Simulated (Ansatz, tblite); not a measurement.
Forces on Al₈Si₂⁻ at its PBE-D4/def2-SVP geometry. Charge -1, multiplicity 2.

The xTB rows come from tblite. The structure comes from a short search, and lower isomers may exist.

GFN2-xTB (tblite), largest force 0.88 eV/Å:

```xyz
10
positions Å, forces eV/Å
Al   -2.416   -0.344    0.644    0.281    0.342   -0.571
Al   -0.488   -2.108    0.595    0.256    0.683    0.498
Al   -0.209   -0.014   -1.128   -0.032   -0.170    0.114
Al   -0.311    0.433    1.978    0.546   -0.379   -0.122
Al    1.419   -2.312   -1.202   -0.195    0.464    0.326
Al   -1.178    2.301    0.398   -0.062   -0.344   -0.359
Al    1.802   -0.815    1.130   -0.435   -0.209   -0.372
Al    1.399    1.718    0.223   -0.438   -0.276    0.708
Si   -2.460    1.137   -1.369   -0.032   -0.092    0.171
Si    2.443    0.005   -1.269    0.111   -0.019   -0.394
```

revPBE-D4/def2-SVP (Ansatz), largest force 0.22 eV/Å:

```
Al -0.054 -0.034 0.019
Al -0.041 -0.081 0.015
Al -0.075 -0.016 -0.025
Al 0.017 0.010 0.050
Al -0.015 -0.102 -0.031
Al 0.009 0.071 0.016
Al 0.022 -0.043 0.111
Al 0.013 0.107 0.025
Si -0.041 0.011 -0.058
Si 0.164 0.077 -0.121
```
